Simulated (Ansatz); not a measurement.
Series Al-XY, Y = chloro, computed as singlets and as triplets. Gas-phase values, no solvent. One relaxed conformer stands for each flexible species; it need not be the lowest. Strings in code marks are SMILES.

Quantity: adiabatic spin-state energy; case `[Cl][Al-][Cl]`: multiplicity 3 minus multiplicity 1. Reference level: composite: frozen-core CCSD(T) with HF/aug-cc-pVQZ and the correlation energy extrapolated as X^-3 from aug-cc-pVTZ and aug-cc-pVQZ, plus CCSDT(Q) minus CCSD(T) in aug-cc-pVDZ // PBE0-D3(BJ)/def2-TZVPD (Ansatz, a program for electronic structure), which gives 43.3 kcal/mol and has limits of its own. All levels are single points in Ansatz, each species at its own geometry of the level named after //, DFT without a dispersion term. Costs are rough core-time ratios to PBE, each species on one shared machine, summed over the species compared; in molecules this small the fixed start-up share makes them lower than scaling laws suggest.

Geometry of `[Cl][Al-][Cl]` (charge -1, multiplicity 3):

Cartesian coordinates (Å):
SMILES: [Cl][Al-][Cl]
```xyz
3

Cl    -1.8361    -0.4107     0.0000
Al    -0.0014     0.8150     0.0000
Cl     1.8375    -0.4043     0.0000
```
Charge -1, spin multiplicity 3.

Levels: B3LYP/aug-cc-pVTZ; BLYP/aug-cc-pVTZ; CAM-B3LYP/aug-cc-pVTZ; HSE06/aug-cc-pVTZ; LC-ωPBE/aug-cc-pVTZ; PBE/aug-cc-pVTZ; PBE0/aug-cc-pVTZ; frozen-core CCSD(T)/aug-cc-pVDZ; frozen-core CCSD(T)/aug-cc-pVTZ; r2SCAN/aug-cc-pVTZ.

Question: With a budget of 10 times the cost of PBE, which level comes closest to the reference here?

Answer: frozen-core CCSD(T)/aug-cc-pVTZ (+0.11 kcal/mol, about 5 times PBE). A close value for one case can rest on cancellation.
```
level                            cost relative to PBE  difference from the reference (kcal/mol)
-------------------------------  --------------------  ----------------------------------------
LC-ωPBE/aug-cc-pVTZ                               0.3                                     -6.80
CAM-B3LYP/aug-cc-pVTZ                             0.6                                     +1.22
PBE/aug-cc-pVTZ                                     1                                     -2.86
B3LYP/aug-cc-pVTZ                                   1                                     +1.10
frozen-core CCSD(T)/aug-cc-pVDZ                     1                                     +1.38
PBE0/aug-cc-pVTZ                                    1                                     -4.14
BLYP/aug-cc-pVTZ                                    1                                     +1.53
HSE06/aug-cc-pVTZ                                   2                                     -4.13
r2SCAN/aug-cc-pVTZ                                  2                                     -8.18
frozen-core CCSD(T)/aug-cc-pVTZ                     5                                     +0.11
```
